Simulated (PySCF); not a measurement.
## Polarisability and C₆ of Ge⁻ (germanium, charge -1)

[Ar] 3d10 4s2 4p3, high-spin 4S determinant. All numbers are calculated (PySCF 2.14, scalar relativity through the core potential, in aug-cc-pVDZ-PP with ECP10MDF). Coupled (time-dependent) response in atomic units; α is the mean over directions. A double-zeta set is small for polarisabilities.

```json
{"method": "UHF", "mean α (bohr³)": "102.4", "C₆ (like pair)": "1396", "S(−4)": "5366"}
```

S(−4) is the Cauchy moment in α(ω) = α(0) + S(−4) ω² + …

α(iu) at UHF:

```json
{"u (hartree)": "0", "α(iu) (bohr³)": "102.4"}
{"u (hartree)": "0.0500", "α(iu) (bohr³)": "91.30"}
{"u (hartree)": "0.100", "α(iu) (bohr³)": "72.57"}
{"u (hartree)": "0.200", "α(iu) (bohr³)": "46.08"}
{"u (hartree)": "0.300", "α(iu) (bohr³)": "30.79"}
{"u (hartree)": "0.500", "α(iu) (bohr³)": "15.62"}
{"u (hartree)": "0.750", "α(iu) (bohr³)": "8.149"}
{"u (hartree)": "1.00", "α(iu) (bohr³)": "4.939"}
{"u (hartree)": "1.50", "α(iu) (bohr³)": "2.356"}
{"u (hartree)": "2.00", "α(iu) (bohr³)": "1.372"}
{"u (hartree)": "3.00", "α(iu) (bohr³)": "0.6302"}
{"u (hartree)": "5.00", "α(iu) (bohr³)": "0.2328"}
```

A single London oscillator, α(iu) = α/(1 + u²/ω²), gives C₆ = (3/4) ω α². Matching the computed C₆ needs ω = 4 × 1396 / (3 × 102.4²) = 0.178 hartree.

For an ion, C₆ is the dispersion term alone; charge-induced terms of lower order in 1/R come first.

Energies and moments cover only the electrons outside the core potential.
